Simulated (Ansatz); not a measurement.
Molecule: C₂H₆BS (charge 0, doublet). It need not be the lowest isomer of its formula. 
Coordinates optimised at B3LYP-D3(BJ)/def2-TZVP (Ansatz, an electronic-structure program):
```xyz
10

C      2.3523    -0.3325     0.2090
B      0.8287    -0.2561     0.4874
S     -0.4784     0.2401    -0.5555
C     -1.9951     0.0673     0.4616
H      2.7124    -1.3538     0.3668
H      2.6409    -0.0230    -0.8014
H      2.8972     0.2916     0.9238
H     -1.9347     0.7190     1.3289
H     -2.1141    -0.9660     0.7754
H     -2.8345     0.3629    -0.1656
```
Charge 0, spin multiplicity 2.

Basis-set convergence of Hartree-Fock and CCSD(T) correlation energies (hartree) with Ansatz. Valence correlation only, unless marked. UHF or UKS for open shells. No spin-orbit coupling. No relativistic terms.

```json
[
 {"basis": "cc-pV(D+d)Z", "functions": "95", "E(HF)": "-501.43011", "E(corr, CCSD(T))": "-0.55884"},
 {"basis": "cc-pV(T+d)Z", "functions": "213", "E(HF)": "-501.47407", "E(corr, CCSD(T))": "-0.68422"},
 {"basis": "cc-pV(Q+d)Z", "functions": "409", "E(HF)": "-501.48403", "E(corr, CCSD(T))": "-0.72240"}
]
```

Extrapolating the two largest sets (X = 3 and 4) as X^-3: E(corr) = (64·(-0.72240) - 27·(-0.68422))/37 = -0.7503 Eh, an estimate of the basis-set limit. The largest set recovers 96.3 % of it, the smallest 74.5 %.
